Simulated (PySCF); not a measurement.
# Kr: ionisation energy

Kr [Kr] (1S) → Kr+ [Ar] 3d10 4s2 4p5 (2P), as a difference of total energies. Computed with PySCF 2.14 in x2c-TZVPPall (6s5p4d1f, 48 functions), with scalar relativity by spin-free X2C-1e. Correlated levels: valence: [Ar] 3d10 frozen; valence and next inner shell: [Ne] frozen. The calculations carry no spin-orbit coupling.

| method | ionisation energy (eV) | error (eV) |
| --- | --- | --- |
| UHF | 13.057 | -1.165 |
| LDA | 14.338 | +0.116 |
| PBE | 14.031 | -0.191 |
| PBE0 | 14.080 | -0.142 |
| r2SCAN | 14.163 | -0.059 |
| r2SCAN0 | 14.152 | -0.070 |
| wB97M-V | 14.008 | -0.214 |
| PW91 | 14.098 | -0.124 |
| M06-2X | 14.041 | -0.181 |
| MP2 (valence) | 14.000 | -0.222 |
| SCS-MP2 (valence) | 13.915 | -0.307 |
| MP2 (valence and next inner shell) | 14.047 | -0.175 |
| SCS-MP2 (valence and next inner shell) | 13.944 | -0.278 |

Reference: 14.222 eV (measured; NIST levels, between the centres of gravity of the two terms).

Errors of the correlated levels include the incompleteness of this basis and the frozen core.
